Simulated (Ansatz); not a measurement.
Harmonic frequencies (cm⁻¹) at PBE0-D4/def2-TZVP from Ansatz: 27, 32, 112, 121, 141, 160, 170, 178, 198, 216, 234, 249, 266, 298, 322, 349, 386, 397, 427, 435, 499, 577, 610, 716, 769, 798, 807, 835, 879, 957, 964, 992, 1034, 3763, 3920, 3929, 3931, 3934, 3939.

Each molecule was computed in one conformer, which needn't be the lowest.

Q: Which molecule is it?
A. `[OH][Ti]([OH])([OH])[Br]`
B. `[OH][Ti]([OH])([F])[Cl]`
C. `CC[N](C)[Ti]([Cl])([Cl])[Cl]`
D. `O[Si](O)(O)[O][Ti]([OH])([OH])[OH]`

A: D.
